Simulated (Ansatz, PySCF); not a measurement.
Species: sum formula BHF, net charge 0, doublet state. It need not be the lowest isomer of its formula. 
Coordinates optimised at B3LYP-D3(BJ)/def2-TZVP (Ansatz, a program for electronic structure):
SMILES: [BH]F
```xyz
3

B     -0.6180     0.4147     0.0242
F      0.5272    -0.2094    -0.0070
H     -1.6550    -0.1892    -0.0583
```
Charge 0, spin multiplicity 2.

Quantity: atomisation energy (electronic, to ground-state atoms), in kJ/mol. Valence correlation only, unless marked. Open shells are spin-unrestricted. Spin-orbit coupling is left out. No relativistic terms. The coupled-cluster limit lacks core correlation, which all-electron functionals hold. CBS(X,Y): correlation extrapolated as X^-3; Hartree-Fock from the larger set.

| level | program | atomisation energy (kJ/mol) |
|---|---|---|
| HF-D3(BJ)/def2-TZVPD | PySCF + dftd3 | 794.7 |
| M06-L/def2-TZVPD | PySCF | … |
| B3LYP/def2-TZVPD | Ansatz | … |
| PBE0-D3(BJ)/def2-TZVP | Ansatz + dftd3 | … |
| TPSSh-D4/def2-TZVPD | PySCF + dftd4 | … |
| r2SCAN0-D4/def2-TZVPD | Ansatz + dftd4 | 980.5 |
| SCS-MP2/cc-pVDZ | Ansatz | 907.8 |
| CCSD/STO-3G | Ansatz | 970.0 |
| CCSD(T)/CBS(aug-cc-pVTZ,aug-cc-pVQZ) | Ansatz | 974.9 |

### Question
What belongs in the gaps?

### Answer

- M06-L/def2-TZVPD, atomisation energy (kJ/mol): 985.7
- B3LYP/def2-TZVPD, atomisation energy (kJ/mol): 986.5
- PBE0-D3(BJ)/def2-TZVP, atomisation energy (kJ/mol): 987.6
- TPSSh-D4/def2-TZVPD, atomisation energy (kJ/mol): 992.3
